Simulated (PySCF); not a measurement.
Compound: C8H9O (doublet state).
Z-matrix (Å and degrees, GFN2-xTB geometry), rows numbered from 1:
```
C 
C   1  1.3558
C   2  1.4979  1  123.40
C   3  1.4827  2  110.08  1    -0.05
O   4  1.3601  3  121.15  2   179.95
C   5  1.4290  4  107.98  3   179.96
C   6  1.5419  5  107.87  4     0.20
C   4  1.3654  3  124.66  2     0.10
C   8  1.3950  4  121.60  3    -0.07
H   1  1.0808  2  119.12  3  -179.98
H   2  1.0792  1  120.61  3  -179.98
H   3  1.1015  2  110.52  1  -122.06
H   3  1.1016  2  110.59  1   121.94
H   6  1.0942  5  107.75  4  -121.34
H   6  1.0941  5  107.70  4   121.73
H   7  1.0915  6  111.88  5   119.07
H   7  1.0914  6  111.88  5  -119.38
H   9  1.0767  1  121.25  2  -179.82
```

The species is `C1=CC[C]2OCCC2=C1` [radical].

Level of theory: UKS B3LYP, pcH-1 on C H O, non-relativistic, mean-field spin-orbit, GIAO in PySCF 2.14.0. Isolated species at its GFN2-xTB geometry, gas phase. A GFN2-xTB geometry isn't a minimum of the functional, and hyperfine couplings can be far from their values at a DFT geometry. Stability of the SCF solution: not tested. ⟨S²⟩ is 0.780 where a pure state has 0.75.

The isotropic 1H couplings, averaged over equivalent nuclei, are +139.0, -34.7, -26.4, +9.1, -7.6, +2.6 MHz. Assign them to H10; H11; H12/H13; H14/H15; H16/H17; H18.

```json
{"site": "H10", "a_iso (MHz)": "+9.1", "ρ(0) (bohr⁻³)": "+0.0020", "position": "2 bonds from C2, on C1 of spin population -0.20", "distance from C9 (Å)": "2.14", "bound to": "C1", "spin population there": "-0.20", "largest |T| (MHz)": "4.9"}
{"site": "H11", "a_iso (MHz)": "-26.4", "ρ(0) (bohr⁻³)": "-0.0059", "position": "1 bond from C2", "distance from C9 (Å)": "3.40", "bound to": "C2", "spin population there": "+0.41", "largest |T| (MHz)": "16.3"}
{"site": "H12/H13", "a_iso (MHz)": "+139.0", "ρ(0) (bohr⁻³)": "+0.0311", "position": "2 bonds from C4", "distance from C9 (Å)": "3.71", "bound to": "C3", "spin population there": "-0.08", "largest |T| (MHz)": "3.6"}
{"site": "H14/H15", "a_iso (MHz)": "+2.6", "ρ(0) (bohr⁻³)": "+0.0006", "position": "3 bonds from C4", "distance from C9 (Å)": "4.46", "bound to": "C6", "spin population there": "0.00", "largest |T| (MHz)": "3.0"}
{"site": "H16/H17", "a_iso (MHz)": "-7.6", "ρ(0) (bohr⁻³)": "-0.0017", "position": "3 bonds from C9", "distance from C9 (Å)": "3.00", "bound to": "C7", "spin population there": "+0.01", "largest |T| (MHz)": "2.1"}
{"site": "H18", "a_iso (MHz)": "-34.7", "ρ(0) (bohr⁻³)": "-0.0078", "position": "1 bond from C9", "distance from C9 (Å)": "1.08", "bound to": "C9", "spin population there": "+0.54", "largest |T| (MHz)": "20.6"}
```

ρ(0) is the spin density at the nucleus and T the dipolar tensor; entries for several nuclei are means. Largest spin populations (Mulliken): C9 (+0.54), C2 (+0.41), C4 (+0.34) and C1 (-0.20). Three atoms exceed +0.15. The angles at C9 add up to 360.0°, so it is planar. Main spin sites, with 60 % or more of the largest population: C2, C4, C9; positions count bonds from the nearest.

β density exceeds α density at some nuclei, such as C1 (-0.0314), C8 (-0.0299) and C3 (-0.0289), spin density in bohr⁻³. In a single determinant that takes different orbitals for the two spins, that is spin polarisation.

Means are taken over nuclei equivalent by connectivity, which assumes that they swap fast.

The SMILES `C1=CC[C]2OCCC2=C1` draws the unpaired electron on C4, whose computed spin population is only +0.34.

On one thread of an Intel Xeon at 2.50 GHz, shared host, this took 3.7 min wall (grids of density and orbitals included) and 1.1 GiB of memory at its peak.
